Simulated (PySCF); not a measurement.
Isomers of C4H10F2SSi.

All values: PBE0/pcSseg-1 (PySCF) at GFN2-xTB geometries, gas phase, one conformer each.

Question: Rank by the lowest IAO charge on any atom, highest value first.
A. `[CH3:1][S:2][C@@H:3]([F:4])[SiH2:5][CH2:6][CH2:7][F:8]` with C1–S2–C3–F4 70°, S2–C3–Si5–C6 -51°, C3–Si5–C6–C7 -46°, Si5–C6–C7–F8 -174°
B. `[CH3:1][S:2][C@@:3]([CH3:4])([SiH3:5])[CH:6]([F:7])[F:8]` with C1–S2–C3–C4 -71°, S2–C3–C6–F7 -72°
C. `[CH3:1][C@@H:2]([SH:3])[CH2:4][C@@H:5]([F:6])[SiH2:7][F:8]` with C1–C2–S3–H 63°, C1–C2–C4–C5 176°, C2–C4–C5–F6 166°, C4–C5–Si7–F8 65°
D. `[CH3:1][C@H:2]([S:3][CH2:4][SiH3:5])[CH:6]([F:7])[F:8]` with C1–C2–S3–C4 -65°, C2–S3–C4–Si5 169°, C1–C2–C6–F7 45°
E. `[CH3:1][SiH2:2][S:3][C@H:4]([CH3:5])[CH:6]([F:7])[F:8]` with C1–Si2–S3–C4 69°, Si2–S3–C4–C5 -142°, S3–C4–C6–F7 -66°
F. `[CH3:1][C:2]([CH3:3])([SiH3:4])[S:5][CH:6]([F:7])[F:8]` with C1–C2–S5–C6 -44°, C2–S5–C6–F7 -49°

Answer: F (-0.419 e), B (-0.499 e), C (-0.541 e), A (-0.558 e), D (-0.624 e), E (-0.722 e).

Question: Rank by HOMO–LUMO gap, lowest first.
A. `[CH3:1][C@@H:2]([SH:3])[CH2:4][C@H:5]([F:6])[SiH2:7][F:8]` with C1–C2–S3–H 58°, C1–C2–C4–C5 172°, C2–C4–C5–F6 -68°, C4–C5–Si7–F8 -57°
B. `[CH3:1][S:2][C@@H:3]([F:4])[SiH2:5][CH2:6][CH2:7][F:8]` with C1–S2–C3–F4 70°, S2–C3–Si5–C6 -51°, C3–Si5–C6–C7 -46°, Si5–C6–C7–F8 -174°
C. `[CH3:1][CH2:2][C@@H:3]([F:4])[Si@H:5]([F:6])[S:7][CH3:8]` with C1–C2–C3–F4 66°, C2–C3–Si5–F6 155°, C3–Si5–S7–C8 162°
D. `[CH3:1][C@H:2]([S:3][CH2:4][SiH3:5])[CH:6]([F:7])[F:8]` with C1–C2–S3–C4 -65°, C2–S3–C4–Si5 169°, C1–C2–C6–F7 45°

Answer: A (6.97 eV), D (7.14 eV), C (7.27 eV), B (7.52 eV).

Question: Rank by the highest Hirshfeld charge on any atom, lowest value first.
A. `[CH3:1][CH2:2][S:3][C@@H:4]([CH3:5])[SiH:6]([F:7])[F:8]` with C1–C2–S3–C4 -159°, C2–S3–C4–C5 -63°, S3–C4–Si6–F7 -90°
B. `[CH3:1][S:2][C@@H:3]([F:4])[SiH2:5][CH2:6][CH2:7][F:8]` with C1–S2–C3–F4 70°, S2–C3–Si5–C6 -51°, C3–Si5–C6–C7 -46°, Si5–C6–C7–F8 -174°
C. `[CH3:1][C@H:2]([S:3][CH2:4][SiH3:5])[CH:6]([F:7])[F:8]` with C1–C2–S3–C4 -65°, C2–S3–C4–Si5 169°, C1–C2–C6–F7 45°
D. `[CH3:1][C@@H:2]([SH:3])[CH2:4][C@@H:5]([F:6])[SiH2:7][F:8]` with C1–C2–S3–H 63°, C1–C2–C4–C5 176°, C2–C4–C5–F6 166°, C4–C5–Si7–F8 65°
E. `[CH3:1][S:2][C:3]([F:4])([F:5])[SiH:6]([CH3:7])[CH3:8]` with C1–S2–C3–F4 -57°, S2–C3–Si6–C7 -60°
F. `[CH3:1][C@H:2]([CH2:3][CH:4]([F:5])[F:6])[S:7][SiH3:8]` with C1–C2–C3–C4 174°, C2–C3–C4–F5 -65°, C1–C2–S7–Si8 -87°

Answer: F (+0.302 e), C (+0.317 e), B (+0.339 e), E (+0.362 e), D (+0.432 e), A (+0.501 e).

All values together:

```tsv
SMILES	μ (D)	HOMO (eV)	LUMO (eV)	lowest IAO charge (e)	highest IAO charge (e)	lowest Hirshfeld charge (e)	highest Hirshfeld charge (e)
C[C@@H](S)C[C@@H](F)[SiH2]F	1.80	-6.99	-0.12	-0.541 (F)	+1.081 (Si)	-0.198 (F)	+0.432 (Si)
CS[C@@H](F)[SiH2]CCF	3.17	-7.06	0.47	-0.558 (C)	+0.752 (Si)	-0.166 (C)	+0.339 (Si)
CS[C@@](C)([SiH3])C(F)F	2.68	-6.60	0.40	-0.499 (C)	+0.579 (Si)	-0.131 (C)	+0.285 (Si)
CCS[C@@H](C)[SiH](F)F	1.40	-6.62	0.32	-0.530 (F)	+1.456 (Si)	-0.204 (F)	+0.501 (Si)
C[SiH2]S[C@H](C)C(F)F	1.97	-7.04	0.47	-0.722 (C)	+0.705 (Si)	-0.212 (C)	+0.328 (Si)
CC[C@@H](F)[Si@H](F)SC	1.65	-7.31	-0.04	-0.537 (F)	+1.115 (Si)	-0.201 (F)	+0.400 (Si)
C[C@H](SC[SiH3])C(F)F	0.85	-6.78	0.36	-0.624 (C)	+0.618 (Si)	-0.169 (C)	+0.317 (Si)
CC(C)([SiH3])SC(F)F	0.90	-7.15	0.26	-0.419 (C)	+0.592 (Si)	-0.132 (C)	+0.304 (Si)
C[C@H](CC(F)F)S[SiH3]	2.55	-7.09	-0.02	-0.416 (C)	+0.549 (Si)	-0.123 (C)	+0.302 (Si)
C[SiH](C)SCC(F)F	1.61	-7.04	0.48	-0.724 (C)	+0.858 (Si)	-0.213 (C)	+0.350 (Si)
C[C@@H](S)C[C@H](F)[SiH2]F	1.69	-7.00	-0.04	-0.544 (F)	+1.089 (Si)	-0.206 (F)	+0.434 (Si)
CSC(F)(F)[SiH](C)C	1.00	-6.92	0.47	-0.722 (C)	+0.909 (Si)	-0.213 (C)	+0.362 (Si)
```

Conformers: `[CH3:1][C@@H:2]([SH:3])[CH2:4][C@@H:5]([F:6])[SiH2:7][F:8]` with C1–C2–S3–H 63°, C1–C2–C4–C5 176°, C2–C4–C5–F6 166°, C4–C5–Si7–F8 65°; `[CH3:1][S:2][C@@H:3]([F:4])[SiH2:5][CH2:6][CH2:7][F:8]` with C1–S2–C3–F4 70°, S2–C3–Si5–C6 -51°, C3–Si5–C6–C7 -46°, Si5–C6–C7–F8 -174°; `[CH3:1][S:2][C@@:3]([CH3:4])([SiH3:5])[CH:6]([F:7])[F:8]` with C1–S2–C3–C4 -71°, S2–C3–C6–F7 -72°; `[CH3:1][CH2:2][S:3][C@@H:4]([CH3:5])[SiH:6]([F:7])[F:8]` with C1–C2–S3–C4 -159°, C2–S3–C4–C5 -63°, S3–C4–Si6–F7 -90°; `[CH3:1][SiH2:2][S:3][C@H:4]([CH3:5])[CH:6]([F:7])[F:8]` with C1–Si2–S3–C4 69°, Si2–S3–C4–C5 -142°, S3–C4–C6–F7 -66°; `[CH3:1][CH2:2][C@@H:3]([F:4])[Si@H:5]([F:6])[S:7][CH3:8]` with C1–C2–C3–F4 66°, C2–C3–Si5–F6 155°, C3–Si5–S7–C8 162°; `[CH3:1][C@H:2]([S:3][CH2:4][SiH3:5])[CH:6]([F:7])[F:8]` with C1–C2–S3–C4 -65°, C2–S3–C4–Si5 169°, C1–C2–C6–F7 45°; `[CH3:1][C:2]([CH3:3])([SiH3:4])[S:5][CH:6]([F:7])[F:8]` with C1–C2–S5–C6 -44°, C2–S5–C6–F7 -49°; `[CH3:1][C@H:2]([CH2:3][CH:4]([F:5])[F:6])[S:7][SiH3:8]` with C1–C2–C3–C4 174°, C2–C3–C4–F5 -65°, C1–C2–S7–Si8 -87°; `[CH3:1][SiH:2]([CH3:3])[S:4][CH2:5][CH:6]([F:7])[F:8]` with C1–Si2–S4–C5 44°, Si2–S4–C5–C6 73°, S4–C5–C6–F7 -79°; `[CH3:1][C@@H:2]([SH:3])[CH2:4][C@H:5]([F:6])[SiH2:7][F:8]` with C1–C2–S3–H 58°, C1–C2–C4–C5 172°, C2–C4–C5–F6 -68°, C4–C5–Si7–F8 -57°; `[CH3:1][S:2][C:3]([F:4])([F:5])[SiH:6]([CH3:7])[CH3:8]` with C1–S2–C3–F4 -57°, S2–C3–Si6–C7 -60°.
